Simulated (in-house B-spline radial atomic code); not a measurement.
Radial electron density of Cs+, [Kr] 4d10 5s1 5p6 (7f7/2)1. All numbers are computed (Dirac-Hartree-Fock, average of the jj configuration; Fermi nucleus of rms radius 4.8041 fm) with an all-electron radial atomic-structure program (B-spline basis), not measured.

Columns: r (bohr), 4πr²n(r) (electrons per bohr), bar.

```
 0.00106    2.507 #
 0.00139    3.973 ##
 0.00182    6.211 ###
 0.00238    9.547 #####
 0.00312    14.45 #######
 0.00408    21.26 ##########
 0.00534    30.31 ##############
 0.00698    41.37 ####################
 0.00913    53.54 #########################
  0.0119    64.54 ##############################
  0.0156    71.75 ##################################
  0.0204    72.48 ##################################
  0.0267    67.71 ################################
   0.035    63.58 ##############################
  0.0457    68.38 ################################
  0.0598    82.76 #######################################
  0.0783    93.23 ############################################
   0.102    85.71 ########################################
   0.134    69.53 #################################
   0.175    70.22 #################################
   0.229    79.56 ######################################
     0.3    63.73 ##############################
   0.392    34.03 ################
   0.513    27.26 #############
   0.671    31.45 ###############
   0.878    22.11 ##########
    1.15    10.27 #####
     1.5    6.268 ###
    1.97    4.566 ##
    2.57    2.172 #
    3.36   0.5483 
     4.4  0.07481 
    5.75  0.01212 
    7.53 4.001e-05 
    9.85  0.01323 
    12.9  0.01055 
    16.8 0.007306 
      22  0.02033 
    28.8  0.01224 
    37.7  0.05067 
    49.3 0.007815 
    64.5 9.001e-05 
    84.4 5.186e-08 
     110 8.731e-13
```

On this grid the curve has 7 maxima, near 0.0204, 0.0783, 0.229, 0.671, 9.85, 22, 37.7 bohr.

The 7f7/2 radial function P(r) = rR(r), positive near the nucleus, with its small component Q(r) (sign convention: Q ≈ (P' + κP/r)/2c):

```json
{"r (bohr)": "0.0598", "P": "0.0003411", "Q": "-1.447e-05"}
{"r (bohr)": "0.102", "P": "0.001798", "Q": "-6.94e-05"}
{"r (bohr)": "0.175", "P": "0.007545", "Q": "-0.0002541"}
{"r (bohr)": "0.3", "P": "0.02287", "Q": "-0.0006325"}
{"r (bohr)": "0.513", "P": "0.04738", "Q": "-0.001017"}
{"r (bohr)": "0.878", "P": "0.06641", "Q": "-0.00101"}
{"r (bohr)": "1.5", "P": "0.07555", "Q": "-0.000689"}
{"r (bohr)": "2.57", "P": "0.09524", "Q": "-0.0004563"}
{"r (bohr)": "4.4", "P": "0.1246", "Q": "-0.0004164"}
{"r (bohr)": "7.53", "P": "0.003583", "Q": "-0.0002315"}
{"r (bohr)": "12.9", "P": "-0.1027", "Q": "0.0002464"}
{"r (bohr)": "22", "P": "0.1426", "Q": "-0.0001752"}
{"r (bohr)": "37.7", "P": "-0.2251", "Q": "0.0001101"}
{"r (bohr)": "64.5", "P": "-0.009487", "Q": "7.998e-06"}
```
